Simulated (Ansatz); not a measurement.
Compare A (`C#CC(=O)[SiH3]`) with its isomer B (`C#C[SiH2]C=O`).

Computed with Ansatz on PBE0-D4/def2-TZVP structures; ΔE is electronic, products minus reactants. CBS: MP2 limit from def2 TZ/QZ plus the TZ coupled-cluster correction, frozen cores. Functionals use def2-TZVPP. B3LYP here is the variant with VWN-RPA as its local correlation; programs differ in this. Each species was taken in one conformer, which may not be the lowest.

Q: Which isomer does CCSD(T)/CBS put lower? Give the gap. (Best estimate.)

A: Ansatz gave: B, by 43.6 kJ/mol.

Q: Give E(B) − E(A) in kJ/mol with PBE0-D4, CCSD(T)/def2-TZVPP, BLYP-D4, CCSD/def2-TZVPP, HF/def2-TZVPP, B3LYP, B2PLYP. (An estimate is asked.)

A: The calculation gave: PBE0-D4 -34.1, CCSD(T)/def2-TZVPP -41.4, BLYP-D4 -31.6, CCSD/def2-TZVPP -44.1, HF/def2-TZVPP -48.4, B3LYP -36.6, B2PLYP -39.0. None reverses the order clearly.

Q: Does the order hold for the free energy at 298.15 K (harmonic terms from PBE0-D4)? (Best estimate.)

A: Computed: Yes: G(B) − G(A) = -40.8 kJ/mol, for one conformer each. Modes under 60 cm⁻¹, often nearly free rotors, make the harmonic entropy too high.

Largest T1 diagnostic: 0.016.

From r2SCAN to r2SCAN0 (25 % exact exchange), in def2-TZVPP and without D4, E(B) − E(A) moves by −3.6 kJ/mol. In def2-TZVPP, CCSD(T) changes the Hartree–Fock value by +7.0 kJ/mol (the triples alone add +2.7 kJ/mol) and MP2 by +7.8 kJ/mol.
